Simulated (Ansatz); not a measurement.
Process, species as SMILES: C=[SiH2] (CH2-SiH2) → C=[SiH-] + H+
B3LYP-D3(BJ)/def2-TZVP geometries, fixed; electronic energies without zero-point terms.

Basis-set convergence of the deprotonation energy at MP2 with Ansatz (a program for electronic structure). Cartesian d functions, on some or all atoms, in 6-31+G*, 6-31G**; all else is spherical. Cores are frozen. A restricted Hartree-Fock determinant is unstable towards unrestricted orbitals. The proton leaves the site shown, which need not be the most acidic. No added dispersion term, no relativity. Functions are those of the species that has most. Reference: Hartree-Fock in aug-cc-pV(Q+d)Z plus the correlation part extrapolated as X^-3 from aug-cc-pV(T+d)Z and aug-cc-pV(Q+d)Z, 362.19 kcal/mol, itself unsure by roughly 0.14 kcal/mol (a third of the extrapolation step and of the last Hartree-Fock step).

```csv
basis,functions,deprotonation energy (kcal/mol)
STO-3G,18,(withheld)
3-21G,30,367.30
def2-SV(P),40,367.51
6-31+G*,50,360.38
pcseg-1,52,(withheld)
6-31G**,54,374.12
cc-pV(D+d)Z,57,371.39
def2-SVPD,76,365.44
def2-TZVPP,129,366.47
aug-pcseg-2,188,363.04
aug-cc-pV(T+d)Z,193,361.71
def2-QZVPPD,271,(withheld)
aug-pcseg-3,370,(withheld)
```

Question: Complete the blanks.

Answer: 
- STO-3G, deprotonation energy (kcal/mol): 492.47
- pcseg-1, deprotonation energy (kcal/mol): 368.71
- def2-QZVPPD, deprotonation energy (kcal/mol): 362.98
- aug-pcseg-3, deprotonation energy (kcal/mol): 362.65
